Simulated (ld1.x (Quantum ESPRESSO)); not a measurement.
## Pseudopotential generation for Te: TM, PBE, scalar-relativistic.

Te, norm-conserving Troullier–Martins (Kleinman–Bylander form), made with ld1.x (Quantum ESPRESSO) 7.5 (PBE, scalar-relativistic). Core [Kr], reference 4d10 5s2 5p2.5 (charge +1.5). Waves: 5p (bound): rc 2.15 bohr; 4d (bound): rc 1.55 bohr; 5s (bound): rc 1.50 bohr. Local part: the s channel. Core correction: none.

Problem. Does the generator finish with these settings?

Solution. Yes, a potential is produced and its reference levels are reproduced.

Problem. Estimate the cutoffs (Ry, on a coarse ladder) from which the occupation-weighted sum of valence levels, in a spherical-Bessel basis at the reference potential, stays within 10 and 1 mRy of its value at 400 Ry.

Solution. 90 Ry and 160 Ry.

Problem. What does a ghost test show?

Solution. No extra level below or beside the all-electron valence levels (p, d, s, f tested).

Problem. Tests: 4d10 5s2 5p4; 4d10 5s2 5p3; 4d10 5s2 5p2; 4d10 5s2 5p1; 4d10 5s1 5p5; 4d10 5s1 5p4; 4d10 5s2 5p4.3. Which has the largest error in its energy relative to the reference configuration, and how large is it?

Solution. 4d10 5s2 5p4.3, with +10 meV (all-electron minus pseudo) on -19.08 eV.
